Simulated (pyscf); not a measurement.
**Routes from [H₃C–In–OH]• (SMILES [CH3][In][OH])**

Candidate steps break at most two bonds and form at most two. Each was searched with GFN2-xTB (tblite) first. PySCF, gas phase, ωB97X-D3(BJ)/def2-SVP geometries. Energies: ωB97M-D3(BJ)/def2-TZVP, kJ/mol, from the reactant's lowest minimum found, doublet surface; ΔG‡ with ideal gas, 1 atm, RRHO with modes under 100 cm⁻¹ raised to 100, one conformer, R ln 2 for chiral ones without a mode under 150 cm⁻¹.

| products | type | ΔE‡ | ΔE | ΔG‡ 298 K | ΔG‡ 900 K | ν‡ (cm⁻¹) |
|---|---|---|---|---|---|---|
| H₃C–InH–O• | hydrogen shift | 277.4 | +194.0 | 262.1 | 267.2 | 1379i |
| •H₂C–InH–OH | hydrogen shift | 321.5 | +148.7 | 302.4 | 304.8 | 1578i |

Plain bond fissions and candidates not yet searched are not listed, and one of them may be faster. Each barrier is that of the saddle found; lower ones may exist. Elements past Kr carry the def2 core potentials, without spin-orbit coupling.
